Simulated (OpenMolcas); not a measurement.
An atom or ion with 14 electrons was computed by SS-CASPT2, IPEA 0.25 Eh, imaginary shift 0.1 Eh with spin-orbit coupling (OpenMolcas, ANO-RCC-VTZP, DKH2). The lowest levels that the run gave, each within 12 % of the measured value where one is at hand:

```tsv
J	Parity	E (cm⁻¹)	g
0	even	0.0	
1	even	696	1.501
2	even	1866	1.499
2	even	16050	1.002
0	even	36630	
2	odd	81520	2.002
2	odd	120040	1.168
1	odd	120050	0.500
3	odd	120090	1.334
0	odd	143790	
1	odd	143800	1.500
2	odd	143840	1.500
```

Which ion is it, and what are the configurations and terms?

Ar4+ (Z = 18, charge +4; active space 4 electrons in 4 orbitals (3s 3p)). J, parity and g give the terms where levels are pure, and mixed ones are named by the computed weights; the size of the splittings, set against known spectra of the 14-electron sequence, gives the charge. In order, with the measured energies in cm⁻¹ (Saloman, J. Phys. Chem. Ref. Data 39, 033101 (2010)): 3s² 3p² ³P₀, 3s² 3p² ³P₁ (763), 3s² 3p² ³P₂ (2029), 3s² 3p² ¹D₂ (16299), 3s² 3p² ¹S₀ (37912), 3s 3p³ ⁵S°₂, 3s 3p³ ³D°₂ (121675), 3s 3p³ ³D°₁ (121629), 3s 3p³ ³D°₃ (121803), 3s 3p³ ³P°₀, 3s 3p³ ³P°₁, 3s 3p³ ³P°₂.

Term energies are means over components that CASPT2 splits; among the terms shown or strongly mixed into the levels shown the widest spread is 240 cm-1 (3s 3p³ ³D°). Over all roots computed the reference weight is 0.87 to 0.99; the roots of lowest weight are the least certain, and an intruder state may touch them. Terms of s pⁿ other than that of highest spin mix with s² pⁿ⁻² d, which this space lacks; all of them can be thousands of cm-1 off, and some have no real level of that name. Computed and measured levels are paired by configuration, term and J; levels that our copy of the source lacks, or whose pairing is in doubt (as where it misses far off the trend of its configuration), stay unpaired and out of the deviations. Levels of configurations outside the active space are missing.

° marks odd parity.
